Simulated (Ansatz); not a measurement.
C3H6AlCl, SMILES `C=C[CH2][AlH][Cl]`. Total charge 0; spin multiplicity 1. Geometry: relaxed with PBE0-D4/def2-TZVP. It is one conformer, not always the lowest.

```xyz
11

C    -0.700   -0.352   -1.205
C    -0.704    0.620   -0.261
C     0.485    1.134    0.426
Al    0.547   -0.776    0.967
Cl    2.161   -1.885    0.172
H    -1.626   -0.794   -1.548
H     0.210   -0.649   -1.718
H    -1.666    0.869    0.185
H     0.304    1.946    1.120
H     1.350    1.307   -0.214
H    -0.360   -1.421    2.076
```

**Question.** What is the dipole moment at ωB97M-V/def2-TZVPP? (An estimate is asked.)

**Answer.** Computed: 2.63 D, with components (-1.82, 1.85, -0.41) D in this frame, pointing from negative to positive charge.

**Question.** And with PBE, r2SCAN, B3LYP? (An estimate is asked.)

**Answer.** Computed: PBE 2.54 D, r2SCAN 2.62 D, B3LYP 2.60 D.

**Question.** Give the Mulliken charges with ωB97M-V, r2SCAN, B3LYP in def2-TZVPP. (An estimate is asked.)

**Answer.** Computed: 
```json
{"atom": "C1", "ωB97M-V": "-0.26", "r2SCAN": "-0.24", "B3LYP": "-0.27"}
{"atom": "C2", "ωB97M-V": "-0.04", "r2SCAN": "0.00", "B3LYP": "-0.03"}
{"atom": "C3", "ωB97M-V": "-0.40", "r2SCAN": "-0.32", "B3LYP": "-0.33"}
{"atom": "Al4", "ωB97M-V": "0.46", "r2SCAN": "0.54", "B3LYP": "0.51"}
{"atom": "Cl5", "ωB97M-V": "-0.26", "r2SCAN": "-0.30", "B3LYP": "-0.29"}
{"atom": "H6", "ωB97M-V": "0.12", "r2SCAN": "0.10", "B3LYP": "0.11"}
{"atom": "H7", "ωB97M-V": "0.14", "r2SCAN": "0.12", "B3LYP": "0.14"}
{"atom": "H8", "ωB97M-V": "0.12", "r2SCAN": "0.08", "B3LYP": "0.11"}
{"atom": "H9", "ωB97M-V": "0.11", "r2SCAN": "0.08", "B3LYP": "0.09"}
{"atom": "H10", "ωB97M-V": "0.12", "r2SCAN": "0.09", "B3LYP": "0.10"}
{"atom": "H11", "ωB97M-V": "-0.11", "r2SCAN": "-0.16", "B3LYP": "-0.14"}
```

B3LYP here is the variant with VWN-RPA as its local correlation; programs differ in this.
